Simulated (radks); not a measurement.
Question: Species: Rb. Configuration: [Kr] 5s1 (the NIST ground configuration). All-electron calculation, non-relativistic Kohn-Sham, Slater X-alpha with alpha = 0.622, spin-polarised, spherical densities, point nucleus; open shells are filled with parallel spins first (spin-orbit coupling, left out, can overturn this in heavy ions); relativity is left out, which matters for an element this heavy. Program: a radial shooting solver on a logarithmic mesh with Libxc functionals. Some entries of the table are withheld. Estimate them.

orbital,occ.,eigenvalue (hartree),<1/r> (bohr^-1)
1s up,1,-540.1133,36.44
1s down,1,-540.1132,36.44
2s up,1,-71.00415,8.113
2s down,1,-71.00404,8.113
2p up,3,-64.47767,8.103
2p down,3,-64.47759,8.103
3s up,1,-10.36704,2.716
3s down,1,-10.36685,2.716
3p up,3,-8.02022,2.613
3p down,3,-8.02002,2.613
3d up,5,-3.77945,2.385
3d down,5,-3.77924,2.385
4s up,1,-1.06016,0.8972
4s down,1,-1.05908,0.8983
4p up,3,(1),0.7552
4p down,3,(2),0.7601
5s up,1,(3),0.2291
5s down,0,(4),0.2260

Answer: 
(1) 4p up eigenvalue (hartree): -0.52404
(2) 4p down eigenvalue (hartree): -0.52083
(3) 5s up eigenvalue (hartree): -0.07033
(4) 5s down eigenvalue (hartree): -0.01915
